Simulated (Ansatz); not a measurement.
`[SiH3]NBS` + H₂ → `BS` + `N[SiH3]` at 600 K and 1 bar (hydrogenolysis of a B–N bond).

Gas-phase electronic energies from Ansatz, PBE0-D4/def2-TZVP geometries. CCSD(T)/CBS is the MP2 limit (def2-TZVPP, def2-QZVPP) plus CCSD(T) − MP2 in def2-TZVPP, frozen cores. This one scheme is used for every species. One conformer a species, not always the lowest.

```tsv
species	CCSD(T)/CBS energy (Eh)	H − E (kJ/mol)	S (J/(mol·K))
`[SiH3]NBS`	-770.04619	229.6	423.9
H₂	-1.17544	43.9	150.8
`BS`	-424.38198	108.7	286.1
`N[SiH3]`	-346.80422	170.6	320.8
```

H − E and S are ideal-gas, rigid-rotor, harmonic terms from PBE0-D4/def2-TZVP, for one conformer and one mirror image of each species. The MP2-based limit puts H₂ 0.8 mEh under its directly extrapolated value; such offsets cancel only in part. 1 Eh = 2625.50 kJ/mol, R = 8.31446 J/(mol·K).

By hand: ΔE, ΔH, ΔS and ΔG.

ΔE = (-424.38198) + (-346.80422) − (-770.04619) − (-1.17544) = 0.03543 Eh = 93.0 kJ/mol. Δ(H − E) = 108.7 + 170.6 − 229.6 − 43.9 = 5.8, so ΔH = 98.8 kJ/mol. ΔS = 286.1 + 320.8 − 423.9 − 150.8 = 32.2 J/(mol·K). ΔG = 98.8 − 600 × (32.2)/1000 = 79.5 kJ/mol.

By hand: the equilibrium constant, and the temperature at which ΔG would vanish if ΔH and ΔS stayed fixed.

log₁₀ K = −ΔG/(RT ln 10) = -6.9. ΔG = 0 at ΔH/ΔS = 3068 K, far beyond where these terms or the molecules hold.

ΔH outweighs TΔS. A doubt of 5 kJ/mol in ΔE shifts log₁₀ K by 0.4 here. Other conformers and mirror images would add mixing entropy, several J/(mol·K) or more a flexible species. These are equilibria of isolated gas molecules and say nothing of rates. Largest T1 diagnostic: 0.015 (customary marks: 0.02 for closed shells, 0.045 for open ones).
